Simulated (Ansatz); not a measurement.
Input for Ansatz (an electronic-structure program): R-HF/def2-TZVPP on H3O2 (SMILES O[OH2+]), atoms moved off the minimum. Charge +1.

Ansatz 0.2 input:
```yaml
crystal:
  periodic: [false, false, false]
  atoms:
    - {symbol: O, position_ang: [0.65829163, -0.26636736, 0.37418606]}
    - {symbol: O, position_ang: [-0.51582401, 0.21795029, -0.30300061]}
    - {symbol: H, position_ang: [1.25926702, -0.14574976, -0.32777528]}
    - {symbol: H, position_ang: [-0.83737286, 0.99136016, 0.32177686]}
    - {symbol: H, position_ang: [-1.19035208, -0.50218159, -0.27747825]}
basis:
  gaussian:
    orbitals: def2-TZVPP
hamiltonian:
  xc: {name: HF}
total_charge: 1
scf: {lower_state_search: off}
output: {forces: true}
```

Program output:

```
WARN ansatz: RAYON_NUM_THREADS=1 ignored (pool sized by the plan → 1); use --threads N
Functional definition: HF
these checks for a lower state are left out or cut short: stability, starts, cluster_reference, orbital_swaps, neighbouring_geometries, increment
integrals: 0.01 GiB planned
541 factors; their error is unknown
mean field: 0.14 GiB planned
mean field evaluation 1: about -4108.6894 eV, gradient 4.4e1 eV
mean field evaluation 2: about -4111.2472 eV, gradient 2.1e1 eV
mean field evaluation 4: about -4111.9108 eV, gradient 1.2e0 eV
mean field evaluation 8: about -4111.9161 eV, gradient 3.8e-2 eV
mean field -4111.96680901 eV, -151.1119930398 hartree, gradient 1.9e-6 eV, S^2 0.000000; 0 other end points of the search recorded, 0 dependent functions left out
the calculation of the forces begins
reference -4111.96680901 eV, -151.1119930398 hartree; 9, 9 occupied and 95, 95 virtual orbitals, 541 factors
Total energy: -4111.96680901 eV, -151.1119930398 hartree
Atom 0 at     0.658292    -0.266367     0.374186 Å, force    -1.865421     0.168470    -0.079913 eV/Å
Atom 1 at    -0.515824     0.217950    -0.303001 Å, force    -1.153327     1.346233     3.241312 eV/Å
Atom 2 at     1.259267    -0.145750    -0.327775 Å, force     1.322745    -0.007761    -0.828542 eV/Å
Atom 3 at    -0.837373     0.991360     0.321777 Å, force     0.805296    -2.257160    -2.207375 eV/Å
Atom 4 at    -1.190352    -0.502182    -0.277478 Å, force     0.890707     0.750218    -0.125482 eV/Å
Dipole moment:    -0.421066     0.170251    -0.137960 e Å
Checks for a lower state left out: stability, starts, cluster_reference, orbital_swaps, neighbouring_geometries, increment
```

Self-consistency was reached.

Cost: very roughly 0.8 core-seconds.
